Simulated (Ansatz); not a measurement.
F2H2SSi (`F[SiH](F)S`), relaxed with RKS PBE-D4/def2-SVP in Ansatz 0.2.0 from a rough embedded geometry. The force threshold is 0.03 eV/Å; the program also tests the step.

Charge 0, multiplicity 1.

Start:

```xyz
6

F     0.003    1.674   -0.516
Si    0.477    0.192   -0.096
F     0.845    0.194    1.474
S    -1.033   -1.251   -0.405
H     1.662   -0.171   -0.909
H    -1.954   -0.638    0.452
```

Task: How much energy does the relaxation release, and in how many steps? (Estimate.)

Result: Ansatz gave: 1.03 kcal/mol, in 5 steps.

Task: Which bonds change most? (Estimate.)

Result: Ansatz gave: S4–H6 from 1.399 to 1.364 Å; Si2–S4 from 2.111 to 2.128 Å; F1–Si2 from 1.612 to 1.628 Å; Si2–F3 from 1.612 to 1.628 Å.

Task: Give the relaxed structure. (An estimate is asked.)

Result: Computed: 
```xyz
6

F    -0.020    1.674   -0.477
Si    0.475    0.171   -0.094
F     0.878    0.249    1.481
S    -1.066   -1.259   -0.427
H     1.664   -0.198   -0.908
H    -1.930   -0.636    0.425
```
